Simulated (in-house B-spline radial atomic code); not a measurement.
The numbers below are computed, except where a source is named.
# Weak and strong correlation along the adiabatic connection

Two-electron singlets in several external potentials (atomic units), by full CI in B-splines with partial waves to l = 8 (correlation energies up to 0.6 % small). The repulsion is scaled by λ at fixed density; W(λ) is the mean repulsion less the Hartree energy, W(0) = E_x, and the area under W from 0 to 1 is E_xc.

One system gave this curve:

| λ | W (hartree) |
| --- | --- |
| 0 | -1.1883 |
| 0.02 | -1.1901 |
| 0.05 | -1.1929 |
| 0.12 | -1.1993 |
| 0.25 | -1.2107 |
| 0.4 | -1.2231 |
| 0.6 | -1.2387 |
| 0.8 | -1.2531 |
| 1 | -1.2666 |
| 1.4 | -1.2909 |
| 2 | -1.322 |
| 3 | -1.3629 |
| 4.5 | -1.4074 |
| 7 | -1.4562 |
| 10 | -1.4933 |

Q: Which system is it?
A. −Z/r, Z = 7.5
B. ω²r²/2 − Z/r, ω = 1.74, Z = 1
C. −V exp(−r²/w²), V = 27.8, w = 1.04
D. −Z/r, Z = 0.75, wall at 2 bohr

A: B. The exchange energy sets the size: ω²r²/2 − Z/r, ω = 1.74, Z = 1: E_x = -1.19, E_c = -0.0416; −Z/r, Z = 7.5: E_x = -4.46, E_c = -0.0452; −V exp(−r²/w²), V = 27.8, w = 1.04: E_x = -1.9, E_c = -0.0451; −Z/r, Z = 0.75, wall at 2 bohr: E_x = -0.949, E_c = -0.0434 hartree.
